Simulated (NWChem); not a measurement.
InH3O2; SMILES [OH][InH][OH]

```xyz
6

In    -0.2903    -0.0093     0.0000
H     -1.9953    -0.0433     0.0000
O      0.8369    -1.6501     0.0000
H      1.7751    -1.4259     0.0000
O      0.9140     1.5876     0.0000
H      0.4380     2.4254     0.0000
```
Atoms are numbered in this order, from 1.

Computed with NWChem. Geometry: optimised at PBE0/def2-SVP. Not confirmed as a minimum by frequencies. def2 effective core potentials on In; no spin-orbit coupling. Ions are spin-unrestricted doublets at the neutral geometry; other ion states weren't tried.

Estimate the computed values for PBE/def2-SVP. Quantities: vertical ionisation energy, ΔSCF (eV); −ε(HOMO) (eV).


```
Property                               Result
-------------------------------------  ------
vertical ionisation energy, ΔSCF (eV)    9.81
−ε(HOMO) (eV)                            6.24
```
